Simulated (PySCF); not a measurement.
A GIAO shielding run with PySCF (density fitting, non-relativistic, gas phase) on SMILES N#C[SiH2]NC[SiH3], C$_{2}$H$_{8}$N$_{2}$Si$_{2}$:

```
$ OMP_NUM_THREADS=1 python probes_run.py task.json out

{"job": {"kind": "nmr", "xc": "PBE0", "basis": "pcSseg-1"}, "charge": 0, "multiplicity": 1}
N      3.496078    -1.943001     0.122893
C      2.901695    -0.963623     0.078776
Si     1.863715     0.599971    -0.020836
N      0.317561     0.347237    -0.710098
C     -0.736296    -0.454164    -0.112294
Si    -2.455042     0.223162    -0.592382
H      1.680046     1.025357     1.367105
H      2.567141     1.517086    -0.911816
H      0.215824     0.412338    -1.711160
H     -0.602691    -0.424105     0.970081
H     -0.636395    -1.508376    -0.403904
H     -2.552999     1.616461    -0.159806
H     -2.578442     0.153598    -2.051882
H     -3.480873    -0.602413     0.043462
```

Hardware: 1 thread of an Arm Neoverse N1, shared host. The job also computes population analyses, field gradients.

Question: How large is the calculation?

Answer: 62 electrons, 156 basis functions and 848 auxiliary functions.

Question: How long does it take, and how much memory does it need?

Answer: 33 s of wall time, with 14 SCF cycles and 5 response iterations; peak memory 0.72 GiB. Times on a shared host scatter by some tens of per cent.
